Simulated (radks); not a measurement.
Neutral cerium inside a hard spherical wall (all orbitals vanish at R), configuration held at [Xe] 4f1 5d1 6s2 and not refilled when levels cross. Method: scalar-relativistic Kohn-Sham, r2SCAN, spin-polarised, spherical densities, finite nucleus; open shells are filled with parallel spins first (spin-orbit coupling, left out, can overturn this in heavy ions); meta-GGA in the generalised Kohn-Sham scheme; Fermi nuclear charge, rms radius 4.8771 fm; computed with a radial shooting solver on a logarithmic mesh with Libxc functionals. Eigenvalues in eV for spin up, with the zero of energy where the potential of the charges vanishes at infinity; a dash marks a level that is unbound or too diffuse for the functional's potential to be trusted. A positive occupied level is held by the wall or, in an anion where self-interaction has pushed it up, behind a barrier. The pressure on the wall is -dE/dV.

[
 {"R (bohr)": "free", "E (hartree)": "-8861.1018", "kinetic (hartree)": "9391.632", "e(5p)": "-24.453", "e(4f)": "-5.498", "e(6s)": "-4.012", "e(5d)": "-3.377", "e(6p, empty)": "-1.324", "e(7s, empty)": "-", "pressure (GPa)": "0"},
 {"R (bohr)": "12", "E (hartree)": "-8861.1013", "kinetic (hartree)": "9391.638", "e(5p)": "-24.409", "e(4f)": "-5.454", "e(6s)": "-3.980", "e(5d)": "-3.339", "e(6p, empty)": "-1.242", "e(7s, empty)": "1.866", "pressure (GPa)": "0.00852"},
 {"R (bohr)": "8", "E (hartree)": "-8861.0770", "kinetic (hartree)": "9391.793", "e(5p)": "-23.606", "e(4f)": "-4.624", "e(6s)": "-3.277", "e(5d)": "-2.647", "e(6p, empty)": "-0.002", "e(7s, empty)": "7.823", "pressure (GPa)": "0.856"},
 {"R (bohr)": "7", "E (hartree)": "-8861.0389", "kinetic (hartree)": "9391.981", "e(5p)": "-22.881", "e(4f)": "-3.854", "e(6s)": "-2.472", "e(5d)": "-2.000", "e(6p, empty)": "1.309", "e(7s, empty)": "12.372", "pressure (GPa)": "2.82"},
 {"R (bohr)": "6", "E (hartree)": "-8860.9415", "kinetic (hartree)": "9392.392", "e(5p)": "-21.664", "e(4f)": "-2.518", "e(6s)": "-0.722", "e(5d)": "-0.820", "e(6p, empty)": "4.019", "e(7s, empty)": "20.673", "pressure (GPa)": "9.99"},
 {"R (bohr)": "5", "E (hartree)": "-8860.6742", "kinetic (hartree)": "9393.422", "e(5p)": "-19.582", "e(4f)": "-0.101", "e(6s)": "3.445", "e(5d)": "1.521", "e(6p, empty)": "10.054", "e(7s, empty)": "37.060", "pressure (GPa)": "41.4"},
 {"R (bohr)": "4", "E (hartree)": "-8859.8047", "kinetic (hartree)": "9396.718", "e(5p)": "-15.244", "e(4f)": "5.195", "e(6s)": "15.048", "e(5d)": "7.182", "e(6p, empty)": "25.375", "e(7s, empty)": "73.600", "pressure (GPa)": "232"},
 {"R (bohr)": "3.5", "E (hartree)": "-8858.6332", "kinetic (hartree)": "9401.096", "e(5p)": "-10.701", "e(4f)": "10.625", "e(6s)": "28.639", "e(5d)": "13.436", "e(6p, empty)": "42.035", "e(7s, empty)": "109.78", "pressure (GPa)": "646"},
 {"R (bohr)": "2.5", "E (hartree)": "-8849.4643", "kinetic (hartree)": "9431.944", "e(5p)": "16.435", "e(4f)": "37.269", "e(6s)": "110.67", "e(5d)": "50.431", "e(6p, empty)": "134.67", "e(7s, empty)": "291.45", "pressure (GPa)": "7720"},
 {"R (bohr)": "2", "E (hartree)": "-8830.9157", "kinetic (hartree)": "9488.248", "e(5p)": "63.212", "e(4f)": "71.061", "e(6s)": "239.13", "e(5d)": "110.25", "e(6p, empty)": "272.49", "e(7s, empty)": "542.97", "pressure (GPa)": "36800"}
]
